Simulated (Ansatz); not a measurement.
Species: HfH₂, charge 0, multiplicity 3. This is an excited triplet: at this geometry the singlet lies 0.35 eV lower at CCSD(T)/CBS(def2-TZVPPD,def2-QZVPPD). SMILES: [HfH2]
Geometry from a B3LYP-D3(BJ)/def2-TZVP (Ansatz, a quantum-chemistry and plane-wave program) optimisation:
```xyz
3

Hf    -0.0210    -0.0027     0.0128
H      1.0226    -1.5064    -0.3625
H      0.4919     1.6995    -0.5621
```
Charge 0, spin multiplicity 3.

**Question.** Give the harmonic wavenumbers at B3LYP-D3(BJ)/def2-TZVP (Ansatz, finite differences of forces, unscaled).

**Answer.** 569, 1619, 1663 cm⁻¹. Zero-point energy 5.5 kcal/mol.

**Question.** From these and the geometry, give the ideal-gas thermochemistry at 298.15 K and 1 atm (rigid rotor, harmonic oscillator).

**Answer.** Point group C2v, rotational symmetry number 2. Rotational constants 301.3, 94.6, 72 GHz. S(trans) 41.48, S(rot) 14.33, S(vib) 0.52, S(elec, spin only) 2.18, S 58.5 cal/(mol K). H(298) - H(0) 2.48 kcal/mol; G - E(el) -9.5 kcal/mol.
